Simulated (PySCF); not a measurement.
## SiBSCl5

The system: SiBSCl5, a molecule drawn as a unit of a network glass or zeolite (built as: Si B3, Cl ends, S bridges); neutral, singlet. The structure, one conformer, was relaxed in the gas phase by PBE0-D3(BJ)/def2-SVP. No frequency run checks that it is a minimum.

SMILES: ClB(Cl)S[Si](Cl)(Cl)Cl

Coordinates in Å:
```
Cl1     3.494   -0.854   -0.390
B2      1.921   -0.142   -0.137
Cl3     1.807    1.498    0.452
S4      0.503   -1.197   -0.515
Si5    -1.216   -0.005   -0.069
Cl6    -1.336    1.659   -1.240
Cl7    -2.788   -1.233   -0.493
Cl8    -1.303    0.533    1.895
```

Shieldings: GIAO PBE0/pcSseg-1. Shifts are against computed references at the same level: Si TMS (σ 352.0 ppm). Core levels by delta-SCF with SCAN, pcX-2 on the ionised atom and pcseg-1 elsewhere, spin-free X2C (2p3/2 is the spin-free 2p value less a third of a first-order spin-orbit splitting); from the vacuum level, for chosen atoms.

Problem. Give the shieldings and core levels atom by atom.

Solution. 
```csv
atoms,bonded to,σ (ppm),δ (ppm),core level (eV)
Cl1,1 B,655.2,-,2p3/2 206.82
B2,2 Cl + 1 S,45.5,-,-
Cl3,1 B,640.2,-,-
S4,1 B + 1 Si,424.9,-,2p3/2 170.02
Si5,3 Cl + 1 S,323.7,28.3,2p3/2 109.95
Cl6 Cl8,1 Si,750.0,-,2p3/2 206.80
Cl7,1 Si,767.8,-,2p3/2 206.79
```

Values are those of this one static structure; atoms that internal rotation interchanges would show their mean in an NMR spectrum.

Problem. By CAM-B3LYP/def2-SVPD (TDDFT singlets, Tamm-Dancoff triplets, ionisation by delta-SCF), where does absorption start, and what does vertical ionisation take?

Solution. The lowest singlet lies at 5.95 eV (f 0.197), the lowest triplet at 5.05 eV; vertical ionisation takes 10.66 eV.
